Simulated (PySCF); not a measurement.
Electronic absorption of [MnO4]-

Species: MnO4 (charge -1 and singlet state).
Bonds: O1–Mn2 (double), Mn2–O3 (double), Mn2–O4 (double), Mn2–O5.

The calculation used TDDFT PBE0/def2-SVPD, vertical, gas phase, core orbitals frozen in the response in PySCF. Isolated species at its PBE0-D3(BJ)/def2-SVP geometry, gas phase. The geometry's basis has no diffuse functions, a weakness for an anion.

Q: List the vertical singlet excitations with oscillator strengths and describe the spectrum.

A: 

```tsv
state	λ (nm)	E (eV)	f	|μ| (D)	symmetry	main configurations (H = HOMO, L = LUMO)
S1	480.5	2.58	0.0000	0.00	–	H-2/H-1/H→L/L+1 (≥96%)
S2	480.3	2.58	0.0000	0.00	–	H-2/H-1/H→L/L+1 (≥95%)
S3	479.8	2.58	0.0000	0.00	–	H-2/H-1/H→L/L+1 (≥97%)
S4	392.9	3.16	0.0098	0.90	T2	H-2/H-1/H→L/L+1 (≥84%)
S5	392.9	3.16	0.0098	0.90	T2	H-2/H-1/H→L/L+1 (≥85%)
S6	392.7	3.16	0.0098	0.90	T2	H-2/H-1/H→L/L+1 (≥84%)
S7	303.7	4.08	0.0000	0.00	–	H-3→L/L+1 (≥53%), H-4→L/L+1 (≥23%), H-5→L/L+1 (≥15%)
S8	303.7	4.08	0.0000	0.00	–	H-4→L/L+1 (≥70%), H-3→L/L+1 (≥15%), H-5→L/L+1 (≥12%)
S9	303.6	4.08	0.0000	0.01	–	H-5→L/L+1 (≥69%), H-3→L/L+1 (≥21%)
```

Triplets (Tamm–Dancoff): T1 2.03 eV, H-2/H-1/H→L/L+1 (≥83%); T2 2.03 eV, H-2/H-1/H→L/L+1 (≥90%); T3 2.03 eV, H-2/H-1/H→L/L+1 (≥81%).

The lowest singlet level (S1/S2/S3) comes at 480 nm (249 kJ/mol) in the visible; it is dark (f under 0.0005). The strongest level in the table is S4/S5/S6 at 3.16 eV (393 nm, f = 0.029 summed). S1/S2/S3, S4/S5/S6 and S7/S8/S9 lie within about 0.01 eV of each other in each set; the point group Td has degenerate representations, and within a degenerate level the listed configurations can mix freely. For S1 the Löwdin share of manganese is at most 1% in HOMO and 52% in LUMO (ligand-to-metal charge transfer by this measure); for S4 the Löwdin share of manganese is at most 1% in HOMO and 52% in LUMO+1 (ligand-to-metal charge transfer by this measure). Orbital energies (eV): HOMO-3 -4.79, HOMO-2 -3.26, HOMO-1 -3.25, HOMO -3.25, LUMO 1.39, LUMO+1 1.39, LUMO+2 3.39. The oscillator strengths of these states sum to 0.029; summed over the whole spectrum of an exact calculation they would give the number of electrons, 58 (Thomas–Reiche–Kuhn). Weighted by f, the mean energy of these states is 3.16 eV. 6 computed singlets (S1 to S6) lie in the visible range (380 to 750 nm), the largest f among them at 393 nm, f = 0.0098; light of that wavelength is violet, and its complementary colour is yellow-green; a Tamm–Dancoff triplet lies at 612 nm, without intensity as long as spin–orbit coupling is left out. No detachment energy is given for this anion; states above it aren't bound, and a finite basis only mimics them. Symmetry labels in Td follow from the direction of the transition dipole and are given only for states with f of 0.002 or more. Orbitals of the list HOMO-3 to LUMO+2 that lie within 0.01 eV of each other are written together with a slash and their weights summed (≥ marks a lower bound); for degenerate orbitals outside that list single weights are arbitrary. Singlets were solved by full linear response, triplets in the Tamm–Dancoff approximation. The highest level found (4.39 eV, f 0.0032 so far) is left out, since the window may have cut off a degenerate partner.
